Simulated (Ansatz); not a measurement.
CH7FN2Si (`C[Si](N)(N)F`), relaxed with RKS PBE0-D4/def2-TZVP in Ansatz from a PBE-D4/def2-SVP geometry. The force threshold is 0.005 eV/Å; the program also tests the step.

Charge 0, multiplicity 1.

Start:

```xyz
12

C    -0.161    1.432    0.703
Si   -0.305   -0.207   -0.196
N     0.591   -0.460   -1.655
N     0.172   -1.460    0.888
F    -1.877   -0.282   -0.704
H    -0.505    2.263    0.053
H     0.887    1.640    1.001
H    -0.788    1.449    1.620
H     0.260   -0.043   -2.527
H     1.611   -0.497   -1.625
H     0.178   -2.429    0.561
H    -0.062   -1.405    1.880
```

Q: How much energy does the relaxation release, and in how many steps? (An estimate is asked.)

A: Computed: 8.61 kJ/mol, in 8 steps, 2 of them rejected.

Q: Which bonds change most? (Estimate.)

A: Computed: Si2–F5 from 1.653 to 1.609 Å; Si2–N3 from 1.731 to 1.703 Å; Si2–N4 from 1.724 to 1.699 Å; C1–Si2 from 1.876 to 1.856 Å.

Q: Give the relaxed structure. (An estimate is asked.)

A: The calculation gave: 
```xyz
12

C    -0.167    1.418    0.705
Si   -0.311   -0.197   -0.197
N     0.586   -0.418   -1.628
N     0.143   -1.441    0.868
F    -1.835   -0.263   -0.708
H    -0.495    2.240    0.065
H     0.866    1.612    1.004
H    -0.791    1.431    1.603
H     0.252   -0.077   -2.512
H     1.585   -0.530   -1.612
H     0.196   -2.396    0.555
H    -0.030   -1.378    1.857
```
